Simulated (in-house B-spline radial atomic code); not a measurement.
Results of a calculation; reference values are marked as such.
**Si III (Si2+) at several levels of theory**

Ground configuration [Ne] 3s2. All numbers come from a B-spline radial code for spherical atoms, all electrons, at the radial basis limit. Mean-field, RPA, GW and linear-response runs are scalar-relativistic (one-electron X2C), no spin-orbit coupling, without Breit or QED terms, open shells spin-polarised at highest spin; the many-body runs on Dirac-Hartree-Fock orbitals are four-component, and their energies hold both.

**Ionisation energy.** The reference is 33.493 eV (NIST, measured).

| method | value (eV) | minus reference (eV) |
| --- | --- | --- |
| minus the highest LDA VWN5 level | 28.66 | -4.84 |
| LDA VWN5, difference of total energies | 33.59 | +0.10 |
| minus the highest PBE level | 28.53 | -4.96 |
| PBE, difference of total energies | 33.45 | -0.04 |
| G0W0 on PBE | 33.82 | +0.32 |
| exact exchange + RPA on PBE | 33.99 | +0.49 |
| exact exchange + RPA + SOSEX on PBE | 33.47 | -0.02 |
| minus the highest r2SCAN level | 28.72 | -4.78 |
| r2SCAN, difference of total energies | 32.93 | -0.56 |
| minus the highest PBE0 level | 29.69 | -3.80 |
| PBE0, difference of total energies | 33.31 | -0.18 |
| G0W0 on PBE0 | 33.77 | +0.28 |
| minus the highest B3LYP (VWN-RPA) level | 29.56 | -3.93 |
| B3LYP (VWN-RPA), difference of total energies | 33.61 | +0.11 |
| minus the highest CAM-B3LYP level | 31.19 | -2.30 |
| minus the highest LC-wPBE level | 32.60 | -0.89 |
| minus the highest Hartree-Fock level | 32.23 | -1.27 |
| Hartree-Fock, difference of total energies | 32.02 | -1.47 |
| G0W0 on Hartree-Fock | 33.59 | +0.09 |
| MP2, difference of total energies | 33.27 | -0.22 |
| CI + MBPT for the two outer electrons | 33.48 | -0.01 |
| Dirac-Fock + self-energy with TDHF screening (3s1/2) | 33.12 | -0.38 |

**Question.** Which methods come closest, and which lies farthest off?

**Answer.** Closest: CI + MBPT for the two outer electrons (-0.01 eV) and exact exchange + RPA + SOSEX on PBE (-0.02 eV). Farthest: minus the highest PBE level (-4.96 eV). The PBE level misses by -5.0 eV while the PBE energy difference misses by -0.04 eV: the semilocal potential lacks the −1/r tail and the energy is convex in the electron number, but total energies at whole numbers are far better.

**Static dipole polarisability and C6** of two like species, by linear response (no reference value is at hand):

```csv
method,α (bohr³),C6 (hartree·bohr⁶)
LDA VWN5,11.21,37.73
PBE,11.58,39.66
PBE0,11.84,40.99
B3LYP (VWN-RPA),11.45,38.99
CAM-B3LYP,11.48,39.15
LC-wPBE,12.04,41.9
TDHF,12.48,44.55
relativistic RPA (four-component TDHF),12.48,44.54
```

**Question.** What mean excitation energy do α and C6 imply in London's formula C6 = (3/4) α² ω?

**Answer.** LDA VWN5: ω = 0.400 hartree; relativistic RPA (four-component TDHF): ω = 0.381 hartree. A method that puts the excitations lower gives a larger α and a smaller ω.

Run times on one thread of shared hosts: mean field, RPA, SOSEX and G0W0 on PBE, for the atom and its ion, 2.3 s (AMD EPYC 7R13 Processor); TDDFT with PBE, 0.5 s (Arm Neoverse N1); CI + MBPT, 40 s (Intel Xeon 6975P-C); removal energies by the self-energy, 4.7 s (Intel Xeon Platinum 8488C).
